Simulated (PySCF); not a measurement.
Identify the unknown among the candidates.

All candidates are CH10OSSi3.

| technique | computed result |
| --- | --- |
| Rotational structure | rotational constants A, B, C: 3.360, 0.597, 0.538 GHz [GFN2-xTB] |
| 1H NMR | chemical shifts (computed TMS as zero) by class: 5.38 (1 H), 5.37 (1 H), 5.33 (1 H), 5.04 (3 H), 0.64 (3 H), -0.49 (1 H) ppm [GIAO PBE0/pcSseg-1] |
| Triplet | lowest triplet excitation (Tamm–Dancoff): 5.11 eV [TDA CAM-B3LYP/def2-SVPD] |
| 13C NMR | chemical shifts (computed TMS as zero) by class: -4.2 (1 C) ppm [GIAO PBE0/pcSseg-1] |
| NMR, other nuclei | isotropic shieldings of nuclei other than C and H, by class: 347 (1 O), 382 (1 Si), 383 (1 Si), 389 (1 Si), 782 (1 S) ppm [GIAO PBE0/pcSseg-1] |
| UV, first state | lowest singlet excitation: 5.50 eV (225 nm, f = 0.015) [TDDFT CAM-B3LYP/def2-SVPD] |

Gas-phase values; electronic properties from PySCF, density fitting. Levels stand in brackets. Geometry: GFN2-xTB, one conformer, isolated molecule. NMR classes are plain means over equivalent atoms (diastereotopic ones count apart unless rotation or inversion swaps them), as if these changed places fast.

Question: Which candidate is it?
A. `C[Si@H]([SiH2]O)S[SiH3]`
B. `[SiH3]CS[SiH2]O[SiH3]`
C. `C[Si@@H](S)[SiH2]O[SiH3]`

Answer: C. It is `C[Si@@H](S)[SiH2]O[SiH3]`. Numbering: `[CH3:1][Si@@H:2]([SH:3])[SiH2:4][O:5][SiH3:6]`. Its formula, CH10OSSi3, gives 0 degrees of unsaturation, so no ring and no π bond. The one carbon: Si-methyl carbon [C1] (-4.2 ppm). Hydrogen classes from least to most shielded: 1 H on an oxygen-bound silicon, Si4 (5.38 ppm), 1 H on an SiH silicon, Si2 (5.37 ppm), 1 H on an oxygen-bound silicon, Si4 (5.33 ppm), 3 H on an oxygen-bound silicon, Si6 (5.04 ppm), 3 H on an Si-methyl carbon, C1 (0.64 ppm), 1 H on a sulfur bonded to Si and H, S3 (-0.49 ppm). The other shieldings belong to: 347 ppm, siloxane oxygen [O5]; 382 ppm, oxygen-bound silicon [Si4]; 383 ppm, SiH silicon [Si2]; 389 ppm, oxygen-bound silicon [Si6]; 782 ppm, sulfur bonded to Si and H [S3]. The optimised geometry has point group C1 and is an asymmetric top.

The others, at the same levels:
- `C[Si@H]([SiH2]O)S[SiH3]` fails: its computed 1H shifts are 5.54 (1 H), 5.30 (1 H), 5.19 (1 H), 4.72 (3 H), 0.38 (3 H), 0.35 (1 H) ppm, lowest singlet excitation is 5.35 eV (232 nm, f = 0.031) (against 5.50 eV) and lowest triplet excitation (Tamm–Dancoff) is 4.87 eV (against 5.11 eV).
- `[SiH3]CS[SiH2]O[SiH3]` fails: its computed 13C shifts are 6.5 (1 C) ppm, 1H shifts are 5.53 (2 H), 5.26 (3 H), 4.02 (3 H), 2.08 (2 H) ppm and rotational constant A is 1.886 GHz (against 3.360 GHz).

Each candidate is one conformer, not necessarily the lowest. Dipoles, sizes and rotational constants follow the conformer. The torsions of the flexible species, by atom-mapped SMILES:
- `[CH3:1][Si@@H:2]([SH:3])[SiH2:4][O:5][SiH3:6]`: C1–Si2–Si4–O5 70°, Si2–Si4–O5–Si6 172°, H–S3–Si2–C1 174°
- `[CH3:1][Si@H:2]([SiH2:3][OH:4])[S:5][SiH3:6]`: C1–Si2–Si3–O4 -175°, C1–Si2–S5–Si6 -167°, H–O4–Si3–Si2 62°
- `[SiH3:1][CH2:2][S:3][SiH2:4][O:5][SiH3:6]`: Si1–C2–S3–Si4 77°, C2–S3–Si4–O5 33°, S3–Si4–O5–Si6 79°
